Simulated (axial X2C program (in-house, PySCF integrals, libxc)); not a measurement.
**Spin–orbit effects down a group: homonuclear dimers (ions), HF**

All values come from calculations with an in-house all-electron X2C program for linear molecules (integrals from PySCF), spin-free (one-electron X2C) or two-component (2c: spin–orbit coupling with atomic mean-field Coulomb and Gaunt terms, which also bring small scalar terms), in Dyall basis sets with cores contracted in-house; open shells are unrestricted.

Basis sets: Be dyall-v3z, Ca dyall-cv3z, Mg dyall-cv3z, Sr dyall-cv3z.

```csv
molecule,spin-free state,Re (Å),ωe (cm⁻¹),De (eV),2c state,Re 2c (Å),ωe 2c (cm⁻¹),De 2c (eV)
Be₂⁺,"M_S = 1/2, Λ = 0",2.311,470.6,1.93,Ω = 1/2,2.311,470.6,1.93
Mg₂⁺,"M_S = 1/2, Λ = 0",3.149,191.7,1.18,Ω = 1/2,3.149,191.7,1.18
Ca₂⁺,"M_S = 1/2, Λ = 0",4.110,110.2,1.08,Ω = 1/2,4.110,110.2,1.08
Sr₂⁺,"M_S = 1/2, Λ = 0",4.523,67.1,0.99,Ω = 1/2,4.522,67.1,0.99
```

Question: Work out the shifts from the spin-free to the two-component result.

Answer: 

| molecule | 2c state | ΔRe (Å) | Δωe (cm⁻¹) | ΔDe (eV) |
| --- | --- | --- | --- | --- |
| Be₂⁺ | Ω = 1/2 | 0.000 | 0.0 | 0.00 |
| Mg₂⁺ | Ω = 1/2 | 0.000 | 0.0 | 0.00 |
| Ca₂⁺ | Ω = 1/2 | 0.000 | 0.0 | 0.00 |
| Sr₂⁺ | Ω = 1/2 | -0.001 | 0.0 | 0.00 |

Shifts of one unit in the last digit are rounding.

Fragments in 2c: Be + Be+, Mg+ + Mg, Ca + Ca+, Sr + Sr+. Each entry is the lowest single determinant of a limited PBE0 search at one distance. De goes to single-determinant-based atoms at the same level (for ions the charge split of lowest energy) and is withheld (n/a) where an atom does not fit its ground term or J level. Main or longest-lived isotopes. One determinant is a doubtful description, or other states lie close, for Be₂⁺, Mg₂⁺, Ca₂⁺, Sr₂⁺; these need not be ground states, and all values refer to the states named.
